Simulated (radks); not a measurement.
The numbers below are computed, except where a source is named.
Task: The table gives one normalised radial function P(r) = r R(r) of Rb30+ in [He] 2s2 2p3 (r in bohr). Level of theory: scalar-relativistic Kohn-Sham, LB94 model potential, spin-polarised, spherical densities, finite nucleus; open shells are filled with parallel spins first (spin-orbit coupling, left out, can overturn this in heavy ions); Fermi nuclear charge, rms radius 4.2036 fm (a radial shooting solver on a logarithmic mesh with Libxc functionals).

r           P
0.003613   0.5140
0.004485   0.6116
0.005566   0.7213
0.006908   0.8415
0.008573   0.9678
0.01073    1.0975
0.01331    1.2088
0.01652    1.2887
0.0205     1.3130
0.02545    1.2519
0.03158    1.0722
0.0392     0.7443
0.04865    0.2531
0.06038   -0.3866
0.07554   -1.1429
0.09375   -1.8460
0.1164    -2.3719
0.1444    -2.5769
0.1792    -2.3912
0.2224    -1.8745
0.2761    -1.2113
0.3426    -0.6222
0.4252    -0.2421
0.532     -0.0635
0.6603    -0.0114
0.8195    -0.0012
1.017     -0.0001
1.262     0.0000

Which n and l does it have? It may be an empty orbital.

Result: n = 2, l = 0: the number of nodes gives n - l - 1 = 1, the rise at small r (about r^(l+1), flatter next to the nucleus through relativity) gives l, and the extent must fit the shell. The curve is that of 2s up; the table hardly tells the two spins apart. 2s up: eigenvalue -3786.8 eV, 1 radial node at r = 0.0533 bohr, <r> = 0.169 bohr, 90 % of the charge inside 0.260 bohr.
